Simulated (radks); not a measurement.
Question: Bi, 83 electrons, occupied as [Hg] 6p3. Calculated with a radial shooting solver on a logarithmic mesh with Libxc functionals: Dirac Kohn-Sham, PBE, spin-unpolarised, spherical densities, finite nucleus; open shells fill j = l - 1/2 first; Fermi nuclear charge, rms radius 5.5211 fm.

Spin-orbit splittings of the eigenvalues, e(l+1/2) - e(l-1/2), with zeta = 2 splitting/(2l+1) and mean radii in bohr:

shell  occ.  splitting (eV)  zeta (eV)  <r> j=l-1/2  <r> j=l+1/2
2p        6            2319       1546      0.05388      0.06293
3p        6           519.3      346.2       0.1615       0.1780
3d       10           110.1      44.04       0.1545       0.1595
4p        6           128.0      85.31       0.3778       0.4124
4d       10           23.89      9.556       0.4161       0.4271
4f       14           5.490      1.569       0.4381       0.4442
5p        6           24.63      16.42       0.8856       0.9752
5d       10               ?          ?        1.212        1.257
6p        3           1.850      1.233        2.787        3.262

Estimate the 5d splitting.

Answer: 2.990 eV (zeta = 1.196 eV).
